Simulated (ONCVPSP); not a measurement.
## Before and after: ONCV potential for Se (Z = 34)

selenium (Se), optimised norm-conserving Vanderbilt (ONCV), made with ONCVPSP 4.0.1 (PBE, fully relativistic). Core [Ar] 3d10, reference 4s2 4p3.5 (charge +0.5). Waves: 4s: rc 1.65 bohr, ncon 3, nbas 8, qcut 3.9 1/bohr, 2 projectors, debl 3.4 Ha; 4p: rc 1.25 bohr, ncon 4, nbas 7, qcut 6.1 1/bohr, 2 projectors, debl 2.1 Ha; d scattering state at 0.43 Ha: rc 1.60 bohr, ncon 4, nbas 7, qcut 6.2 1/bohr, 1 projector. Local part: polynomial inside 1.00 bohr (lpopt 3, dvloc0 2 Ha). Core correction: Teter function, fcfact 3.5, rcfact 1.5.

Open shells are filled in proportion to 2j + 1.

Change: p: ncon 5, nbas 8.

Cutoffs: the cutoffs (Ha) at which the residual kinetic energy of the hardest occupied pseudo-wave falls to 1 and 0.1 mHa per electron; they do not see the model core or the augmentation charge, which bear on the density cutoff. Errors are all-electron minus pseudo energies relative to the spin-unpolarised reference configuration.

**Question.** What does the change do?

**Answer.** The potential gets harder (82 Ha and 100 Ha → 118 Ha and 133 Ha); both files keep a bound ghost (p); of the 4 tests that both files solve, the error grows in 0 and shrinks in 1 by more than 15 % and 0.3 meV (median size 10.5 → 8.6 meV).

| quantity | base | changed |
| --- | --- | --- |
| cutoff, loose | 82 Ha | 118 Ha |
| cutoff, tight | 100 Ha | 133 Ha |
| loose cutoff by channel | s 22 Ha, p 82 Ha | s 22 Ha, p 118 Ha |
| bound ghosts | p3/2, p1/2 | p3/2, p1/2 |
| GHOST(+) flags under 300 eV | s at 111.5 eV | s at 111.5 eV |
| error for 4s2 4p4, meV [ΔE -4.31 eV] | -1.1 | -1.1 |
| error for 4s2 4p3, meV [ΔE 6.54 eV] | -1.8 | -1.8 |
| error for 4s2 4p2, meV [ΔE 26.89 eV] | -31 | -32 |
| error for 4s1 4p4, meV [ΔE 18.07 eV] | -19 | -15 |
| s: phases at 1.67 bohr within 0.05 rad from the reference energy up to (Ha; the scan ends near 5) | 3.8 | 3.8 |
| p3/2: phases at 1.27 bohr within 0.05 rad from the reference energy up to (Ha; the scan ends near 5) | to the end of the scan | to the end of the scan |
| p1/2: phases at 1.27 bohr within 0.05 rad from the reference energy up to (Ha; the scan ends near 5) | to the end of the scan | to the end of the scan |
| d5/2: phases at 1.62 bohr within 0.05 rad from the reference energy up to (Ha; the scan ends near 5) | 1.0 | 1.0 |
| d3/2: phases at 1.62 bohr within 0.05 rad from the reference energy up to (Ha; the scan ends near 5) | 1.0 | 1.0 |
| rms error of d²Exc/dni dnj with the model core, mHa | 3.40 | 3.35 |

 A true bound ghost makes a file unfit for plane-wave use even where its test errors are small: the radial tests pick states by their node count and pass the ghost by.
